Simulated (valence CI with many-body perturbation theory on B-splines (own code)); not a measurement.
## E1 transitions of Sr33+

Method: valence CI with perturbative core correlation (CI+MBPT): three valence electrons over a frozen Dirac-Fock core [He], a basis of 11 s, 11 p, 9 d, 7 f, 5 g, 2 h, 1 i functions for each j, with the one-electron correlation potential Σ1, the two-electron term Σ2, the three-electron term Σ3, Breit, model QED; selected CI, second order for the rest (own B-spline code, finite nucleus).

The last digits are not significant, and no measured levels were compared; by estimate large intervals hold to a few tenths of a per cent, small ones and those within an open d or f shell to about a per cent.

Lines 51 to 100 of 268 in falling wavelength, among levels below 22006 × 10³ cm⁻¹, chosen from the strongest by gf and those to the six lowest levels. Wavelengths and rates use the calculated energies. Electric multipoles are in the length gauge, E1 and E2 with the static RPA response of the core. Weak lines are less certain than strong ones. Lines between different terms over intervals too small for the method are left out, as are lines whose strength nearly cancels. The highest levels of a list are the least certain.

Levels are named by their leading jj configuration (3d3/2^4 stands for four electrons in 3d with j = 3/2), which in mixed levels can hold well under half, so a name can repeat and another be missing. Letters in brackets count levels of one name in rising energy.

```tsv
λ vac (nm)	Upper	Lower	A (s⁻¹)	S (a.u.) with core polarisation	S without
9.370	(2s 2p1/2 2p3/2) J=1/2	(2s^2 2p3/2) J=3/2	2.69e+09	2.18e-03	2.19e-03
8.742	(2p1/2 2p3/2^2) J=5/2	(2s 2p3/2^2) J=5/2	1.81e+10	3.59e-02	3.60e-02
8.514	(2p1/2^2 2p3/2) J=3/2	(2s 2p1/2 2p3/2) J=5/2	2.78e+10	3.39e-02	3.40e-02
8.241	(2p3/2^2 3s) J=5/2	(2s 2p3/2 3s) J=3/2 [b]	2.57e+10	4.25e-02	4.26e-02
7.617	(2p1/2 2p3/2^2) J=3/2	(2s 2p1/2 2p3/2) J=1/2	3.15e+10	2.75e-02	2.75e-02
7.510	(2p1/2^2 2p3/2) J=3/2	(2s 2p1/2 2p3/2) J=3/2 [a]	1.41e+10	1.18e-02	1.18e-02
7.441	(2s 2p3/2^2) J=5/2	(2s^2 2p3/2) J=3/2	1.74e+10	2.13e-02	2.13e-02
7.266	(2p1/2 2p3/2^2) J=3/2	(2s 2p1/2 2p3/2) J=3/2 [b]	1.18e+10	8.97e-03	9.00e-03
6.868	(2p3/2^3) J=3/2	(2s 2p3/2^2) J=3/2	9.94e+10	6.36e-02	6.38e-02
6.739	(2p1/2 2p3/2^2) J=5/2	(2s 2p1/2 2p3/2) J=3/2 [b]	3.06e+10	2.77e-02	2.78e-02
6.703	(2p1/2 2p3/2 3d5/2) J=9/2	(2s 2p1/2 3d5/2) J=7/2	2.21e+10	3.29e-02	3.30e-02
6.687	(2p1/2 2p3/2 3p3/2) J=5/2 [a]	(2s 2p1/2 3p3/2) J=3/2 [a]	3.25e+10	2.88e-02	2.89e-02
6.650	(2p1/2 2p3/2 3p3/2) J=7/2	(2s 2p1/2 3p3/2) J=5/2	3.13e+10	3.63e-02	3.64e-02
6.518	(2s 2p3/2 3d5/2) J=7/2 [b]	(2s^2 3d5/2) J=5/2	5.17e+10	5.65e-02	5.67e-02
6.443	(2p1/2 2p3/2 3p1/2) J=5/2	(2s 2p1/2 3p1/2) J=3/2	3.16e+10	2.50e-02	2.51e-02
6.423	(2s 2p3/2 3p3/2) J=5/2 [b]	(2s^2 3p3/2) J=3/2	6.16e+10	4.83e-02	4.85e-02
6.382	(2p1/2 2p3/2 3s) J=5/2	(2s 2p1/2 3s) J=3/2	3.31e+10	2.55e-02	2.55e-02
6.375	(2s 2p3/2 3d3/2) J=5/2 [b]	(2s^2 3d3/2) J=3/2	5.26e+10	4.03e-02	4.05e-02
6.318	(2s 2p3/2 3d3/2) J=3/2 [b]	(2s^2 3d3/2) J=3/2	7.34e+10	3.65e-02	3.66e-02
6.307	(2s 2p3/2 3s) J=1/2	(2s^2 3s) J=1/2	8.43e+10	2.09e-02	2.09e-02
6.297	(2s 2p3/2 3p1/2) J=1/2	(2s^2 3p1/2) J=1/2	8.56e+10	2.11e-02	2.12e-02
6.287	(2s 2p3/2 3d5/2) J=5/2 [b]	(2s^2 3d5/2) J=5/2	7.63e+10	5.62e-02	5.63e-02
6.281	(2s 2p3/2 3p3/2) J=3/2 [b]	(2s^2 3p3/2) J=3/2	6.82e+10	3.34e-02	3.35e-02
6.263	(2s 2p3/2 3p1/2) J=3/2 [b]	(2s^2 3p1/2) J=1/2	6.91e+10	3.35e-02	3.36e-02
6.240	(2s 2p3/2 3s) J=3/2 [b]	(2s^2 3s) J=1/2	7.60e+10	3.64e-02	3.65e-02
6.160	(2s 2p3/2 3d5/2) J=3/2 [b]	(2s^2 3d5/2) J=5/2	6.36e+10	2.93e-02	2.94e-02
6.145	(2s 2p1/2 2p3/2) J=3/2 [b]	(2s^2 2p1/2) J=1/2	6.40e+10	2.93e-02	2.94e-02
6.101	(2p3/2^2 3s) J=5/2	(2s 2p3/2 3s) J=5/2	3.66e+10	2.46e-02	2.46e-02
6.014	(2p1/2 2p3/2^2) J=3/2	(2s 2p1/2 2p3/2) J=5/2	8.78e+09	3.77e-03	3.78e-03
5.915	(2s 2p1/2 2p3/2) J=1/2	(2s^2 2p1/2) J=1/2	1.21e+11	2.46e-02	2.47e-02
5.896	(2p1/2 2p3/2^2) J=1/2	(2s 2p1/2 2p3/2) J=3/2 [b]	1.10e+11	2.22e-02	2.22e-02
5.780	(2s 2p3/2^2) J=1/2	(2s^2 2p3/2) J=3/2	1.02e+11	1.94e-02	1.95e-02
5.746	(2s 2p3/2^2) J=3/2	(2s^2 2p3/2) J=3/2	1.51e+11	5.66e-02	5.68e-02
5.706	(2p1/2^2 2p3/2) J=3/2	(2s 2p1/2^2) J=1/2	4.54e+10	1.66e-02	1.67e-02
5.648	(2p1/2 2p3/2^2) J=5/2	(2s 2p1/2 2p3/2) J=5/2	3.79e+10	2.02e-02	2.03e-02
5.495	(2p1/2 2p3/2^2) J=3/2	(2s 2p1/2 2p3/2) J=3/2 [a]	5.15e+10	1.69e-02	1.69e-02
4.561	(2p3/2^3) J=3/2	(2s 2p1/2 2p3/2) J=3/2 [b]	8.39e+09	1.57e-03	1.58e-03
4.463	(2p1/2 2p3/2^2) J=3/2	(2s 2p1/2^2) J=1/2	3.79e+09	6.65e-04	6.67e-04
4.231	(2s 2p3/2^2) J=3/2	(2s^2 2p1/2) J=1/2	8.97e+09	1.34e-03	1.34e-03
0.5629	(2s^2 3p1/2) J=1/2	(2s 2p1/2 2p3/2) J=3/2 [b]	5.71e+11	1.00e-04	1.00e-04
0.5542	(2s 2p1/2 3s) J=1/2 [a]	(2s 2p1/2 2p3/2) J=3/2 [b]	4.68e+11	7.86e-05	7.83e-05
0.5512	(2s 2p1/2 3s) J=3/2	(2s 2p1/2 2p3/2) J=3/2 [b]	7.30e+11	2.41e-04	2.41e-04
0.5504	(2p3/2^2 3s) J=3/2	(2p3/2^3) J=3/2	9.96e+12	3.28e-03	3.27e-03
0.5487	(2p1/2 2p3/2 3s) J=5/2	(2p1/2 2p3/2^2) J=5/2	4.05e+12	1.98e-03	1.98e-03
0.5486	(2s^2 3p3/2) J=3/2	(2s 2p1/2 2p3/2) J=5/2	7.98e+11	2.60e-04	2.59e-04
0.5485	(2s 2p1/2 3s) J=1/2 [b]	(2s 2p1/2 2p3/2) J=3/2 [b]	5.98e+12	9.75e-04	9.70e-04
0.5473	(2p1/2 2p3/2 3s) J=3/2 [b]	(2p1/2 2p3/2^2) J=5/2	6.95e+12	2.25e-03	2.24e-03
0.5451	(2s 2p3/2 3s) J=3/2 [b]	(2s 2p3/2^2) J=3/2	5.89e+12	1.88e-03	1.88e-03
0.5428	(2s 2p3/2 3s) J=3/2 [a]	(2s 2p3/2^2) J=5/2	9.33e+12	2.94e-03	2.93e-03
0.5427	(2s 2p1/2 3s) J=3/2	(2s 2p1/2 2p3/2) J=5/2	7.32e+12	2.31e-03	2.30e-03
```
